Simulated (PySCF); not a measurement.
Polarisability and C₆ of Re(3+) (rhenium, charge +3)

[Xe] 4f14 5d4, high-spin 5D determinant. Computed with PySCF 2.14 in ANO-RCC-VTZP, with scalar relativity by spin-free X2C-1e. Coupled (time-dependent) response in atomic units; α is the mean over directions. The basis has no added diffuse functions, which lowers α and C₆.

| method | mean α (bohr³) | α xx, yy, zz | C₆ (like pair) | S(−4) |
| --- | --- | --- | --- | --- |
| PBEsol | 6.646 | 6.343, 6.343, 7.250 | 35.61 | 14.57 |

S(−4) is the Cauchy moment in α(ω) = α(0) + S(−4) ω² + …

Spin-orbit coupling is absent.

α(iu) at PBEsol:

```
u (hartree)  α(iu) (bohr³)
          0          6.646
     0.0500          6.610
      0.100          6.506
      0.200          6.148
      0.300          5.696
      0.500          4.832
      0.750          4.013
       1.00          3.402
       1.50          2.522
       2.00          1.922
       3.00          1.207
       5.00         0.6091
```

A single London oscillator, α(iu) = α/(1 + u²/ω²), gives C₆ = (3/4) ω α². Matching the computed C₆ needs ω = 4 × 35.61 / (3 × 6.646²) = 1.07 hartree.

For an ion, C₆ is the dispersion term alone; charge-induced terms of lower order in 1/R come first.

The components differ because the open shell of this determinant is not spherical; for a pure term their mean is the scalar polarisability.

Spin-orbit coupling, absent here, splits the open shell strongly.
